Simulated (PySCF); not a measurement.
Se(F)(SeH), HFSe2, SMILES F[Se][SeH] (CAM-B3LYP/def2-SVP optimised geometry):

```
4

Se    -0.651    -1.118     0.000
F      1.120    -1.118     0.000
Se    -1.120     1.118     0.000
H     -1.102     1.325    -1.461
```

Method: CAM-B3LYP/def2-TZVP run with PySCF.

Q: What are the frontier orbital energies and the dipole moment?

A: HOMO-2 -10.78 eV, HOMO-1 -9.30 eV, HOMO -8.47 eV, LUMO -0.72 eV, LUMO+1 -0.60 eV; dipole moment 2.14 D.

On the same geometry PBE/def2-TZVP run with PySCF 2.14.0 gives HOMO-2 -8.23 eV, HOMO-1 -6.87 eV, HOMO -5.82 eV, LUMO -2.76 eV, LUMO+1 -2.47 eV; dipole moment 1.94 D.

Meta-Löwdin charges at CAM-B3LYP/def2-TZVP: Se1 0.42, F2 -0.47, Se3 -0.01, H4 0.06.
